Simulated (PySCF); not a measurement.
# Computed vibrations of [Au3]−

[Au3]− (singlet). PySCF 2.14.0, RKS PBE, Au def2-SVP with ECP60; non-relativistic Hamiltonian with scalar-relativistic core potentials where named; density fitting; no spin-orbit coupling. Central differences of gradients.

```xyz
3

Au    0.0000    0.0000    2.6109
Au    0.0000    0.0000    0.0000
Au    0.0000    0.0000   -2.6109
```

Run from Python with OMP_NUM_THREADS=2. Where DIIS fails, smearing, a level shift and second-order steps follow.
It took 22 s on 2 threads of Arm Neoverse V1 (shared host).

Problem. What are the harmonic wavenumbers and infrared intensities?

Solution. Modes are labelled in D∞h; negative numbers are unstable modes, those under 60 cm⁻¹ near the noise; a finer grid moves soft modes by up to 10 cm⁻¹.
| cm⁻¹ | km/mol | symmetry |
| --- | --- | --- |
| 41 | 0.0 | πu |
| 41 | 0.0 | πu |
| 105 | 0.0 | σg+ |
| 173 | 12.4 | σu+ |

Problem. Is this a minimum?

Solution. Yes, within the noise of the softest modes. Ideal gas at 298.15 K and 1 bar: S = 345.4 J/(mol K), Cp = 61.7 J/(mol K), H − H(0 K) = 16.7 kJ/mol (rigid rotor, harmonic modes, spin degeneracy alone; the modes under 60 cm⁻¹ make these uncertain).
